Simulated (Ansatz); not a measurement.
Start from `CN(C)N[SiH3]` and change one atom or group to get `C[N](C)[Zn][Br]`.

Ansatz, PBE0-D4/def2-TZVP geometries, multiplicity 1. Each molecule was computed in one conformer, which needn't be the lowest.

Scalar relativity is left out up to krypton. Spin–orbit coupling is left out; it splits and shifts lone-pair levels of the heavy atoms by tenths of an eV.

| property | `CN(C)N[SiH3]` |
| --- | --- |
| size of the dipole moment (B3LYP/def2-TZVPP) / D | 1.69 |
| LUMO energy (PBE/def2-TZVPP) / eV | -0.27 |
| LUMO energy (ωB97M-V/def2-TZVPP) / eV | 2.12 |
| HOMO energy (B3LYP/def2-TZVPP) / eV | -6.48 |
| HOMO energy (PBE/def2-TZVPP) / eV | -5.32 |
| HOMO energy (PBE0/def2-TZVPP) / eV | -6.68 |

Q: Give the same properties after the change, and the shifts. (Best estimate.)

A: Computed: 
```tsv
property	`C[N](C)[Zn][Br]`	shift
size of the dipole moment (B3LYP/def2-TZVPP) / D	1.90	0.21
LUMO energy (PBE/def2-TZVPP) / eV	-1.80	-1.53
LUMO energy (ωB97M-V/def2-TZVPP) / eV	0.74	-1.38
HOMO energy (B3LYP/def2-TZVPP) / eV	-5.87	0.61
HOMO energy (PBE/def2-TZVPP) / eV	-4.83	0.49
HOMO energy (PBE0/def2-TZVPP) / eV	-6.05	0.63
```

With PBE0 the HOMO rises by 0.63 eV and the LUMO falls by 1.49 eV, so the gap narrows by about 2.12 eV. PBE moves the HOMO by 0.49 eV and ωB97M-V by 0.69 eV. Dipoles are sizes alone; their direction can turn.

Positive LUMOs are unbound, so they and the gaps depend on the basis.

B3LYP here is the variant with VWN-RPA as its local correlation; programs differ in this.
